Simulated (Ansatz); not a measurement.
Basis sets compared for `C[Si](C)(C)C#CC#Cc1ccc(C#Cc2ccc(C#Cc3ccc(C#Cc4ccc(C#C[Si](C)(C)C)cc4)cc3)cc2)cc1`. Total charge 0; singlet. Geometry PBE-D4/def2-SVP. Ansatz on 5 threads of AMD EPYC 7R13 on a shared host and a share (37 GiB) of an NVIDIA H100 80GB HBM3; times are rough, and most runs start from earlier orbitals.

Cartesian coordinates in Å:
```
C -17.325 6.729 2.136
Si -16.332 7.668 0.830
C -16.140 9.483 1.319
C -17.153 7.518 -0.866
C -14.648 6.911 0.729
C -13.517 6.397 0.665
C -12.281 5.833 0.595
C -11.156 5.317 0.534
C -9.871 4.723 0.465
C -8.811 5.182 1.295
C -7.550 4.595 1.230
C -7.291 3.522 0.334
C -6.008 2.919 0.273
C -4.893 2.392 0.221
C -3.614 1.782 0.164
C -3.384 0.647 -0.661
C -2.130 0.046 -0.715
C -1.044 0.555 0.049
C 0.234 -0.058 -0.006
C 1.346 -0.593 -0.054
C 2.623 -1.208 -0.111
C 2.796 -2.469 -0.744
C 4.049 -3.074 -0.799
C 5.189 -2.443 -0.229
C 6.466 -3.058 -0.289
C 7.577 -3.592 -0.344
C 8.856 -4.205 -0.411
C 10.016 -3.523 0.048
C 11.271 -4.124 -0.022
C 11.422 -5.433 -0.552
C 12.705 -6.046 -0.626
C 13.820 -6.577 -0.692
Si 15.487 -7.369 -0.796
C 16.663 -6.175 -1.671
C 15.325 -8.977 -1.777
C 16.094 -7.724 0.960
C 10.264 -6.116 -1.010
C 9.008 -5.515 -0.943
C 5.015 -1.182 0.403
C 3.762 -0.579 0.462
C -1.273 1.693 0.872
C -2.528 2.291 0.929
C -8.352 3.062 -0.494
C -9.612 3.649 -0.431
H -16.837 6.792 3.129
H -18.346 7.155 2.225
H -17.421 5.657 1.868
H -15.636 9.579 2.302
H -17.134 9.971 1.392
H -15.538 10.036 0.570
H -16.564 8.046 -1.642
H -17.246 6.455 -1.170
H -18.170 7.961 -0.843
H -9.000 6.012 1.992
H -6.738 4.958 1.876
H -4.215 0.246 -1.260
H -1.965 -0.833 -1.355
H 1.923 -2.966 -1.190
H 4.170 -4.050 -1.289
H 9.911 -2.508 0.460
H 12.162 -3.586 0.335
H 17.678 -6.617 -1.751
H 16.746 -5.220 -1.114
H 16.306 -5.943 -2.694
H 16.309 -9.483 -1.862
H 14.620 -9.675 -1.282
H 14.949 -8.781 -2.801
H 15.400 -8.407 1.490
H 17.096 -8.199 0.936
H 16.171 -6.788 1.550
H 10.370 -7.130 -1.422
H 8.118 -6.054 -1.300
H 5.889 -0.684 0.848
H 3.640 0.397 0.954
H -0.441 2.095 1.469
H -2.693 3.169 1.571
H -8.163 2.233 -1.190
H -10.425 3.287 -1.077
```

Single mean-field runs in def2-SVP, def2-TZVP are fitted with def2-universal-jkfit.

Binding counts from free atoms (C triplet, Si triplet, H doublet) in the same basis, without a counterpoise term.

```csv
level,functions,energy (Eh),HOMO (eV),LUMO (eV),binding per atom (eV),wall time
PBE-D4/def2-SVP,794,-2196.0916,-5.02,-3.12,5.35,10 s
PBE0-D4/def2-SVP,794,-2196.2792,-5.81,-2.58,5.24,13 s
```

(1) Estimate the rows for PBE-D4/def2-TZVP (with forces), PBE0-D4/def2-TZVP.

Answers

(1) 
```
                         level  functions  energy (Eh)  HOMO (eV)  LUMO (eV)  binding per atom (eV)  wall time
PBE-D4/def2-TZVP (with forces)       1580   -2198.0067      -5.07      -3.20                   5.28       18 s
             PBE0-D4/def2-TZVP       1580   -2198.1719      -5.82      -2.62                   5.17       20 s
```
